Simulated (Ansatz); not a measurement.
Au₄F₃, relaxed as a doublet with UKS PBE-D4/def2-SVP in Ansatz, starting from the GFN2-xTB geometry. Force threshold 0.02 eV/Å.

In the def2 sets Au takes a core potential; there is no spin–orbit coupling. The relaxation made no stability test and no search for a lower SCF solution. No other spin state of charge 0 was run. The structure comes from a short search, and lower isomers may exist.

Start:

Cartesian coordinates in Å:
```
Au -1.5021 -1.9206 0.4137
Au 1.3400 1.3244 -0.6203
Au 0.0070 -2.4069 -1.6220
Au -0.5204 0.5277 0.9342
F 1.3937 2.8750 0.3890
F -1.9975 -0.1212 2.1569
F 1.2793 -0.2782 -1.6516
```

(1) Estimate the energy that the relaxation releases and the steps that it takes.

(2) Does the start keep its bonding and symmetry?

(3) Predict the relaxed structure.

## Answers

(1) 15.9 kcal/mol, in 13 steps; 25 s on 4 threads of Intel Xeon 6975P-C on a shared host. No frequencies were taken in this run, so the end may be a saddle point.

(2) Bonds formed: Au3–Au4, Au3–F7 (atoms count from 1). The end is the same structure that another start reached. Point group Cs at the start, Cs at the end, both within 0.05 Å.

(3) 
```xyz
7

Au   -1.8903   -2.2042    0.6606
Au    1.4524    1.2400   -0.8019
Au   -0.0177   -1.5700   -1.0412
Au   -0.4595    0.4367    0.8050
F     1.3153    2.7596    0.3925
F    -1.9776   -0.2957    2.0250
F     1.5773   -0.3664   -2.0401
```
Bond lengths (bridged metal pairs left out): 4 × Au–Au 2.61 to 3.01 Å; 4 × Au–F 1.94 to 2.23 Å.
